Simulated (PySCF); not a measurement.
Vertical excitations of a molecule C2H8AlNO from TDA-PBE/def2-SVPD (PySCF 2.14.0), as energy in eV (oscillator strength): 4.96 (0.024), 5.52 (0.003), 5.56 (0.038), 6.21 (0.008), 6.33 (0.072), 6.35 (0.002), 6.41 (0.082), 6.57 (0.003), 6.79 (0.063), 6.80 (0.009). Lowest triplet (TDA): 4.74 eV. Coordinates come from a PBE-D3(BJ)/def2-SVP optimisation. The values are those of a single conformer.

### Question
Identify the compound among the candidates.
A) C[NH][AlH][O]C
B) C[CH2][Al]([NH2])[OH]
C) C[O][Al]([CH3])[NH2]
D) CC[O][AlH][NH2]

### Answer
C, C[O][Al]([CH3])[NH2]
